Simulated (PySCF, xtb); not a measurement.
Si(H)2(Me)(PH2) (CH7PSi), SMILES [SiH2](C)P. The values are those of a single conformer.

Harmonic wavenumbers (cm⁻¹) from GFN2-xTB in xtb 6.7.1 at its own minimum, in rising order: 76, 117, 149, 407, 468, 545, 616, 700, 712, 752, 765, 826, 827, 1147, 1363, 1477, 1480, 2223, 2225, 2301, 2387, 3028, 3030, 3045.

What does PySCF with PBE-D3(BJ)/def2-SVP give at its own minimum? (An estimate is asked for; the answer gives what the named calculation found.)

139, 165, 168, 394, 422, 555, 576, 671, 745, 767, 857, 859, 897, 1048, 1212, 1382, 1383, 2150, 2157, 2303, 2321, 2975, 3076, 3082. Paired by order, the mean absolute difference is 54 cm⁻¹ and the zero-point energies are 43.8 and 43.3 kcal/mol.
